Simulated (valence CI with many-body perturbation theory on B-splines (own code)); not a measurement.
## Valence orbitals of Nb³⁵⁺

Level of theory: configuration interaction combined with many-body perturbation theory (CI+MBPT): four valence electrons over a frozen Dirac-Fock core [He], a basis of 11 s, 11 p, 10 d, 8 f, 5 g, 2 h functions for each j, with the one-electron correlation potential Σ1, the two-electron term Σ2, the three-electron term Σ3, Breit, model QED; selected CI, second order for the rest, scaled by the run's own slope (own B-spline code, finite nucleus).

The last digits are not significant, and no measured levels were compared; by estimate large intervals hold to a few tenths of a per cent, small ones and those within an open d or f shell to about a per cent. Among the levels kept, up to 990 cm⁻¹ of a level comes from second order outside the variational space, and about a tenth of that is noise between levels of different J, which matters for small intervals.

These are the spectroscopic orbitals of the CI (the correlating ones are not listed), shaped by the core and the other valence electrons. h is the expectation value of the core's Dirac-Fock operator, without the valence repulsion; Σ1 is computed up to l = 3 at one energy for each symmetry, that of its lowest orbital but kept below the first core excitation, so for empty shells it is not the orbital's own correlation shift; Breit and QED include the response of the core.

```csv
Orbital,h (hartree),Σ1 (cm⁻¹),Breit (cm⁻¹),QED (cm⁻¹),⟨r⟩ (bohr)
2s1/2,-199.46,-1262,17883,17823,0.1495
3s1/2,-87.385,-300,4940,5085,0.3470
4s1/2,-48.72,-116,1973,2068,0.6296
5s1/2,-31.008,-57.0,987,1039,0.9949
6s1/2,-21.45,-32.2,563,595,1.443
7s1/2,-15.715,-20.0,351,372,1.974
2p1/2,-196.34,-3020,35309,-641,0.1263
3p1/2,-86.48,-658,9504,-205,0.3268
4p1/2,-48.344,-250,3820,-85.6,0.6118
5p1/2,-30.816,-122,1912,-43.5,0.9797
6p1/2,-21.34,-69.1,1092,-25.0,1.431
7p1/2,-15.646,-42.9,682,-15.7,1.964
2p3/2,-192.08,-2605,14592,1140,0.1301
3p3/2,-85.22,-568,3883,295,0.3323
4p3/2,-47.815,-216,1656,118,0.6190
5p3/2,-30.546,-106,830,59.2,0.9887
6p3/2,-21.184,-59.8,474,33.8,1.442
7p3/2,-15.548,-37.1,296,21.2,1.977
3d3/2,-84.806,-254,321,-63.2,0.2834
4d3/2,-47.639,-108,174,-22.9,0.5724
5d3/2,-30.456,-55.2,92.8,-11.0,0.9444
6d3/2,-21.132,-31.9,56.2,-6.1,1.400
7d3/2,-15.515,-20.1,36.3,-3.8,1.937
3d5/2,-84.423,-242,103,111,0.2852
4d5/2,-47.477,-102,55.7,50.0,0.5747
5d5/2,-30.373,-52.2,28.4,26.2,0.9471
6d5/2,-21.084,-30.2,17.2,15.3,1.403
7d5/2,-15.485,-19.0,11.1,9.7,1.941
4f5/2,-47.406,-20.9,1.7,-18.7,0.4967
5f5/2,-30.34,-11.8,1.4,-9.4,0.8702
6f5/2,-21.066,-7.2,1.0,-5.3,1.327
7f5/2,-15.474,-4.6,0.7,-3.3,1.867
4f7/2,-47.327,-20.5,0.5,15.7,0.4979
5f7/2,-30.3,-11.5,0.4,8.4,0.8716
6f7/2,-21.042,-7.0,0.3,4.9,1.329
7f7/2,-15.459,-4.5,0.2,3.1,1.869
5g7/2,-30.289,,0.0,-5.8,0.7619
6g7/2,-21.035,,0.0,-3.3,1.219
7g7/2,-15.454,,0.0,-2.1,1.760
5g9/2,-30.265,,0.0,4.6,0.7628
6g9/2,-21.021,,0.0,2.7,1.220
7g9/2,-15.445,,0.0,1.7,1.761
6h9/2,-21.021,,,,1.082
6h11/2,-21.012,,,,1.082
```

Among the shells of the start configuration 2s2 2p2, Σ1 is largest in size for 2p1/2, where it is 0.0070 % of h.

Lowest root of each symmetry, sizes in configuration state functions:

```csv
J,Parity,Roots,Reference,Variational,Second order,Change by selected CI (cm⁻¹),Change by second order (cm⁻¹)
0,even,18,53,28362,78348,-16892,-1
1,even,33,124,31996,276148,-15478,-272
2,even,36,150,31947,405538,-16940,-421
3,even,21,123,32314,377147,-19360,-610
4,even,9,83,35726,353602,-14303,-124
5,even,3,46,43363,199973,-17898,-21
0,odd,14,50,28413,52781,-20719,-1
1,odd,33,131,31999,251459,-21247,-175
2,odd,32,151,31986,369543,-14107,-256
3,odd,18,123,31991,382257,-18030,-453
4,odd,8,82,34963,300851,-20972,-248
5,odd,2,45,36476,205954,-26688,-38
```
